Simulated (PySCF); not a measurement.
Identify the unknown among the candidates.

All candidates are C6H7NO.

* UV, strongest line: among the 8 lowest singlet transitions: S8 at 7.54 eV (164 nm, f = 0.556) [TDDFT wB97X-D/def2-SVPD]
* Triplet: lowest triplet excitation (Tamm–Dancoff): 4.32 eV [TDA wB97X-D/def2-SVPD]
* Polarisability: 78.6 au [wB97X-D/def2-SVPD]
* UV, first state: lowest singlet excitation: 5.44 eV (228 nm, f = 0.003) [TDDFT wB97X-D/def2-SVPD]
* Rotational structure: rotational constants A, B, C: 5.107, 1.599, 1.227 GHz [GFN2-xTB]
* Dipole: 3.98 D [wB97X-D/def2-SVPD]

The electronic properties come from PySCF, for the isolated species, density fitting. Levels stand in brackets. Geometry: GFN2-xTB, one conformer, isolated molecule.

Question: Which candidate is it?
A. `CO[C@@]1(C#N)C=CC1`
B. `OCc1ccccn1`
C. `C#CC1(C(N)=O)CC1`
D. `C=C=C=CC(=O)NC`

Answer: B. It is `OCc1ccccn1`. Numbering: `[OH:1][CH2:2][c:3]1[cH:4][cH:5][cH:6][cH:7][n:8]1`. Its formula, C6H7NO, gives 4 degrees of unsaturation: 1 ring and 3 π bonds in the structure found (Kekulé form). The optimised geometry has point group Cs and is an asymmetric top.

The others, at the same levels:
- `C#CC1(C(N)=O)CC1` fails: its computed lowest singlet excitation is 5.90 eV (210 nm, f = 0.000) (against 5.44 eV), lowest triplet excitation (Tamm–Dancoff) is 5.48 eV (against 4.32 eV) and rotational constant A is 2.856 GHz (against 5.107 GHz).
- `C=C=C=CC(=O)NC` fails: its computed lowest singlet excitation is 3.77 eV (328 nm, f = 0.000) (against 5.44 eV), lowest triplet excitation (Tamm–Dancoff) is 2.61 eV (against 4.32 eV) and strongest line among the 8 lowest singlet transitions is S4 at 5.19 eV (239 nm, f = 0.454) (against S8 at 7.54 eV).
- `CO[C@@]1(C#N)C=CC1` fails: its computed lowest singlet excitation is 6.52 eV (190 nm, f = 0.003) (against 5.44 eV), strongest line among the 8 lowest singlet transitions is S2 at 6.94 eV (179 nm, f = 0.150) (against S8 at 7.54 eV) and static isotropic polarisability is 73.9 au (against 78.6 au).

Each candidate is one conformer, not necessarily the lowest. Dipoles, sizes and rotational constants follow the conformer. The torsions of the flexible species, by atom-mapped SMILES:
- `[OH:1][CH2:2][c:3]1[cH:4][cH:5][cH:6][cH:7][n:8]1`: O1–C2–C3–C4 180°, H–O1–C2–C3 0°
- `[CH:1]#[C:2][C:3]1([C:4]([NH2:5])=[O:6])[CH2:7][CH2:8]1`: C2–C3–C4–N5 0°, H–N5–C4–C3 180°, H–N5–C4–C3 0°
- `[CH2:1]=[C:2]=[C:3]=[CH:4][C:5](=[O:6])[NH:7][CH3:8]`: C3–C4–C5–O6 179°, C4–C5–N7–C8 180°
- `[CH3:1][O:2][C@@:3]1([C:4]#[N:5])[CH:6]=[CH:7][CH2:8]1`: C1–O2–C3–C4 -63°
